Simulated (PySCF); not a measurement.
H7BO2Si2, singlet, at a GFN2-xTB geometry, with bond 6-4 at 1.4 times its length; CASSCF(2,2)+NEVPT2/6-31G (PySCF).

PySCF was given this input:
```python
from pyscf import gto, scf, mcscf, mrpt
import numpy

mol = gto.M(
    atom='''
B    -0.92020316    0.18484360    0.58092691
H    -1.80966207    0.20484136    1.35984975
O     0.11359493   -0.63239614    0.75520994
Si    1.01069478   -1.75604023    1.47499820
H     2.28584961   -1.09744656    1.75585328
H     1.16487807   -3.26745523    0.10258003
H     0.38390378   -2.23249074    2.71126784
O    -0.98433792    0.99855149   -0.46793647
Si   -0.29629621    1.54140216   -1.82843067
H    -0.09648146    2.96869339   -1.57927905
H    -1.29383413    1.26228468   -2.86091199
H     0.97477809    0.88121263   -2.13624699
''',
    basis='6-31g',
    verbose=4,
)

mf = scf.RHF(mol)
mf.kernel()
mc = mcscf.CASSCF(mf, 2, 2)
mc.fix_spin_(ss=0.0)
mc.kernel()
occ = numpy.linalg.eigvalsh(mc.fcisolver.make_rdm1(mc.ci, mc.ncas, mc.nelecas))[::-1]
ss = mc.fcisolver.spin_square(mc.ci, mc.ncas, mc.nelecas)[0]
print('natural occupations', occ.round(4), ' <S^2>', round(ss, 4))
e2 = mrpt.NEVPT(mc).kernel()
print('E(NEVPT2) = %.10f' % (mc.e_tot + e2))
```

The log (banner, timings and long lists left out):

```
PySCF version 2.14.0

[INPUT] verbose = 4
[INPUT] num. atoms = 12
[INPUT] num. electrons = 56
[INPUT] charge = 0
[INPUT] spin (= nelec alpha-beta = 2S) = 0
[INPUT] symmetry False subgroup None
[INPUT] Mole.unit = angstrom
[INPUT] Symbol           X                Y                Z      unit          X                Y                Z       unit  Magmom
[INPUT]  1 B     -0.920203160000   0.184843600000   0.580926910000 AA   -1.738931951359   0.349303779879   1.097792758290 Bohr   0.0
[INPUT]  2 H     -1.809662070000   0.204841360000   1.359849750000 AA   -3.419765690313   0.387094069383   2.569743598058 Bohr   0.0
[INPUT]  3 O      0.113594930000  -0.632396140000   0.755209940000 AA    0.214663306839  -1.195055506832   1.427139953149 Bohr   0.0
[INPUT]  4 Si     1.010694780000  -1.756040230000   1.474998200000 AA    1.909936329728  -3.318435098418   2.787342632226 Bohr   0.0
[INPUT]  5 H      2.285849610000  -1.097446560000   1.755853280000 AA    4.319629724844  -2.073873434746   3.318081814119 Bohr   0.0
[INPUT]  6 H      1.164878070000  -3.267455230000   0.102580030000 AA    2.201300520812  -6.174595508978   0.193848162550 Bohr   0.0
[INPUT]  7 H      0.383903780000  -2.232490740000   2.711267840000 AA    0.725473002385  -4.218796074228   5.123553667941 Bohr   0.0
[INPUT]  8 O     -0.984337920000   0.998551490000  -0.467936470000 AA   -1.860129082824   1.886988837376  -0.884271771996 Bohr   0.0
[INPUT]  9 Si    -0.296296210000   1.541402160000  -1.828430670000 AA   -0.559918688647   2.912827930213  -3.455233204055 Bohr   0.0
[INPUT] 10 H     -0.096481460000   2.968693390000  -1.579279050000 AA   -0.182323535498   5.610017454907  -2.984404878763 Bohr   0.0
[INPUT] 11 H     -1.293834130000   1.262284680000  -2.860911990000 AA   -2.444992156315   2.385372336434  -5.406340127584 Bohr   0.0
[INPUT] 12 H      0.974778090000   0.881212630000  -2.136246990000 AA    1.842063622327   1.665250528208  -4.036921745526 Bohr   0.0

nuclear repulsion = 270.430893731302
number of shells = 43
number of NR pGTOs = 186
number of NR cGTOs = 67
basis = 6-31g
ecp = {}

******** <class 'pyscf.scf.hf.RHF'> ********
method = RHF
initial guess = minao
damping factor = 0
level_shift factor = 0
DIIS = <class 'pyscf.scf.diis.CDIIS'>
diis_start_cycle = 1
diis_space = 8
diis_damp = 0
SCF conv_tol = 1e-09
SCF conv_tol_grad = None
SCF max_cycles = 50
direct_scf = True
direct_scf_tol = 1e-13
Set gradient conv threshold to 3.16228e-05
Initial guess from minao.
init E= -756.730675412465
  HOMO = -0.294826731717571  LUMO = 0.0522656392165799  gap/eV = 9.44486
cycle= 1 E= -756.137194007704  delta_E= 0.593  |g|= 0.643  |ddm|= 2.97
  HOMO = -0.384980567305873  LUMO = 0.0897688154057781  gap/eV = 12.91859
cycle= 2 E= -756.213013892866  delta_E= -0.0758  |g|= 0.37  |ddm|= 0.831
  HOMO = -0.401224011312083  LUMO = 0.0968772988261228  gap/eV = 13.55403
cycle= 3 E= -756.238753993656  delta_E= -0.0257  |g|= 0.048  |ddm|= 0.275
  HOMO = -0.398624068352248  LUMO = 0.103359374582625  gap/eV = 13.65967
cycle= 4 E= -756.239642796057  delta_E= -0.000889  |g|= 0.00508  |ddm|= 0.094
  HOMO = -0.398934216620973  LUMO = 0.102465529357355  gap/eV = 13.64378
cycle= 5 E= -756.239658114418  delta_E= -1.53e-05  |g|= 0.00129  |ddm|= 0.0153
  HOMO = -0.398863057991322  LUMO = 0.102571700236319  gap/eV = 13.64473
cycle= 6 E= -756.239658885383  delta_E= -7.71e-07  |g|= 0.000644  |ddm|= 0.00301
  HOMO = -0.398828467101624  LUMO = 0.102602374357895  gap/eV = 13.64463
cycle= 7 E= -756.23965900392  delta_E= -1.19e-07  |g|= 0.000145  |ddm|= 0.000834
  HOMO = -0.398833365933351  LUMO = 0.102594671728724  gap/eV = 13.64455
cycle= 8 E= -756.239659017131  delta_E= -1.32e-08  |g|= 3.2e-05  |ddm|= 0.00035
  HOMO = -0.398829348166497  LUMO = 0.102597957190307  gap/eV = 13.64453
cycle= 9 E= -756.239659017925  delta_E= -7.94e-10  |g|= 6.77e-06  |ddm|= 8.68e-05
  HOMO = -0.398829628950977  LUMO = 0.102597484969287  gap/eV = 13.64453
Extra cycle  E= -756.239659017955  delta_E= -3.02e-11  |g|= 2.83e-06  |ddm|= 1.3e-05
converged SCF energy = -756.239659017955

******** <class 'pyscf.mcscf.mc1step.CASSCF'> ********
CAS (1e+1e, 2o), ncore = 27, nvir = 38
max_cycle_macro = 50
max_cycle_micro = 4
conv_tol = 1e-07
conv_tol_grad = None
orbital rotation max_stepsize = 0.02
orbital rotation threshold for CI restart = 0.01
augmented hessian ah_max_cycle = 30
augmented hessian ah_conv_tol = 1e-12
augmented hessian ah_linear dependence = 1e-14
augmented hessian ah_level shift = 1e-08
augmented hessian ah_start_tol = 2.5
augmented hessian ah_start_cycle = 3
augmented hessian ah_grad_trust_region = 3
kf_trust_region = 3
kf_interval = 4
ci_response_space = 4
ci_grad_trust_region = 3
with_dep4 0
natorb = False
canonicalization = True
sorting_mo_energy = False
ao2mo_level = 2
internal_rotation = False
******** <class 'pyscf.fci.addons.SpinPenaltyFCISolver'> ********
max. cycles = 50
conv_tol = 1e-08
davidson only = True
linear dependence = 1e-12
level shift = 0.001
max iter space = 12
nroots = 1
pspace_size = 400
spin = None
CASCI E = -756.245981303145  S^2 = 0.0000000
Set conv_tol_grad to 0.000316228
macro iter   1 ( 21 JK    4 micro), CASSCF E = -756.264692409402  dE = -1.87111063e-02  S^2 = 0.0000000
               |grad[o]|=0.0188  |grad[c]|=0.0236  |ddm|=0.0583  |maxRot[o]|=0.297
macro iter   2 ( 15 JK    4 micro), CASSCF E = -756.266333814685  dE = -1.64140528e-03  S^2 = 0.0000000
               |grad[o]|=0.0189  |grad[c]|=0.00436  |ddm|=0.0182  |maxRot[o]|=0.0884
macro iter   3 ( 11 JK    4 micro), CASSCF E = -756.266467162289  dE = -1.33347604e-04  S^2 = 0.0000000
               |grad[o]|=0.00328  |grad[c]|=0.000608  |ddm|=0.000835  |maxRot[o]|=0.023
macro iter   4 (  6 JK    2 micro), CASSCF E = -756.266471084558  dE = -3.92226866e-06  S^2 = 0.0000000
               |grad[o]|=0.000573  |grad[c]|=2.46e-05  |ddm|=9.46e-05  |maxRot[o]|=0.00441
macro iter   5 (  3 JK    1 micro), CASSCF E = -756.266471089654  dE = -5.09567144e-09  S^2 = 0.0000000
               |grad[o]|=3.18e-05  |grad[c]|=3.71e-06  |ddm|=6.44e-06  |maxRot[o]|=0.00016
1-step CASSCF converged in   5 macro ( 56 JK  15 micro) steps
CASSCF canonicalization
Density matrix diagonal elements [1.92144254 0.07855746]
CASSCF energy = -756.266471089654
CASCI E = -756.266471089654  E(CI) = -1.31907400257899  S^2 = 0.0000000
natural occupations [1.9219 0.0781]  <S^2> 0.0

******** <class 'pyscf.mrpt.nevpt2.NEVPT'> ********
NEVPT2 (1e+1e, 2o), ncore = 27, nvir = 38
root = 0
Natural occ [1.92192244 0.07807756]
Natural orbital (expansion on meta-Lowdin AOs) in CAS space
               #1        #2
0 B 1s          -0.00026   0.00034
0 B 2s           0.01600  -0.02134
0 B 3s           0.00014   0.00008
0 B 2px          0.03993  -0.04993
0 B 2py          0.01665  -0.01849
0 B 2pz          0.03612  -0.04220
0 B 3px         -0.00362   0.00443
0 B 3py          0.00553  -0.01151
0 B 3pz          0.00766  -0.01372
1 H 1s          -0.00909   0.01119
1 H 2s          -0.00025  -0.00090
2 O 1s          -0.00009   0.00006
2 O 2s          -0.03855   0.04987
2 O 3s          -0.01073   0.01922
2 O 2px         -0.00940   0.01298
2 O 2py          0.08499  -0.09718
2 O 2pz          0.07495  -0.07601
2 O 3px         -0.00183   0.00558
2 O 3py          0.02389  -0.03912
2 O 3pz          0.02125  -0.03013
3 Si 1s         -0.00005  -0.00007
3 Si 2s          0.00509  -0.00295
3 Si 3s          0.28780  -0.37887
3 Si 4s          0.02627  -0.04984
3 Si 2px        -0.00020   0.00005
3 Si 2py         0.00225  -0.00028
3 Si 2pz         0.00212  -0.00021
3 Si 3px         0.04194  -0.05182
3 Si 3py        -0.41707   0.43585
3 Si 3pz        -0.39280   0.39584
3 Si 4px         0.00096   0.00170
3 Si 4py         0.01939  -0.03816
3 Si 4pz         0.02553  -0.04168
4 H 1s          -0.08222   0.10367
4 H 2s          -0.00646   0.00998
5 H 1s           0.74069   0.66929
5 H 2s           0.03999  -0.04994
6 H 1s          -0.09286   0.11299
6 H 2s          -0.00968   0.01413
7 O 1s          -0.00000  -0.00000
7 O 2s           0.00408  -0.00462
7 O 3s           0.00263  -0.00386
7 O 2px         -0.01293   0.01852
7 O 2py         -0.01348   0.01571
7 O 2pz         -0.00777   0.01123
7 O 3px         -0.00497   0.00678
7 O 3py         -0.00418   0.00592
7 O 3pz         -0.00188   0.00277
8 Si 1s          0.00000  -0.00000
8 Si 2s          0.00001  -0.00000
8 Si 3s         -0.00065   0.00085
8 Si 4s         -0.00032   0.00172
8 Si 2px        -0.00003   0.00003
8 Si 2py         0.00004  -0.00001
8 Si 2pz        -0.00002   0.00002
8 Si 3px        -0.00195   0.00242
8 Si 3py         0.00010  -0.00146
8 Si 3pz        -0.00187   0.00208
8 Si 4px        -0.00147   0.00299
8 Si 4py         0.00137  -0.00398
8 Si 4pz        -0.00066   0.00127
9 H 1s           0.00333  -0.00353
9 H 2s           0.00026   0.00008
10 H 1s         -0.00289   0.00423
10 H 2s         -0.00061   0.00065
11 H 1s          0.00022  -0.00158
11 H 2s         -0.00002   0.00026
<CAS-nat-orb|mo-hf>  28     28       0.94317648
<CAS-nat-orb|mo-hf>  29     29       0.78657520
Sr    (-1)',   E = -0.00000000000042
Si    (+1)',   E = -0.00000000000006
Sijrs (0)  ,   E = -0.37121392317018
Sijr  (+1) ,   E = -0.00765958324992
Srsi  (-1) ,   E = -0.00635368316067
Srs   (-2) ,   E = -0.00108703634740
Sij   (+2) ,   E = -0.00038107827164
Sir   (0)' ,   E = -0.00259452989761
Nevpt2 Energy = -0.389289834097891
E(NEVPT2) = -756.6557609238
```
